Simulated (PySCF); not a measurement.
Compound: C₄H₃Cl₃FO (doublet state).
Z-matrix (Å and degrees, GFN2-xTB geometry), rows numbered from 1:
```
O 
C   1  1.2190
C   2  1.4379  1  122.74
C   3  1.4870  2  115.20  1     0.55
F   4  1.3568  3  114.94  2  -175.98
C   3  1.4683  2  124.34  1  -179.14
Cl  6  1.7673  3  114.17  2    -2.81
Cl  6  1.8000  3  110.05  2  -123.98
Cl  6  1.8051  3  109.07  2   117.54
H   2  1.0978  1  121.31  3   179.91
H   4  1.1010  3  109.62  2   -54.42
H   4  1.1019  3  109.71  2    62.70
```

The hyperfine couplings belong to this conformer and change with its torsions.

As a line formula: `O=C[C](CF)C(Cl)(Cl)Cl` [radical].

Computed, not measured: PySCF, UKS B3LYP, pcH-1 on C Cl F H O, non-relativistic, mean-field spin-orbit, GIAO. The structure is a single GFN2-xTB conformer in the gas phase; no vibrational or solvent corrections. A GFN2-xTB geometry isn't a minimum of the functional, and hyperfine couplings can be far from their values at a DFT geometry. No stability test was run, so a lower SCF solution isn't excluded.

Largest spin populations (Mulliken): C3 (+0.73), O1 (+0.28) and C2 (-0.11). The positive populations add up to 1.20 and the negative ones to -0.20, together 2S = 1. The angles at C3 add up to 360.0°, so it is planar.

Question: List the C–H protons on four-coordinate carbons next to a three-coordinate spin centre, with their couplings and θ (C–H bond against the normal to the plane of the centre's neighbours, projected along the bond that joins the two).

Answer: 
```csv
β H,on,centre,θ (°),cos²θ,a (G)
H11,C4,C3,35,0.66,+32.12
H12,C4,C3,27,0.79,+35.29
```

Couplings in gauss use g_iso = 2.0047.
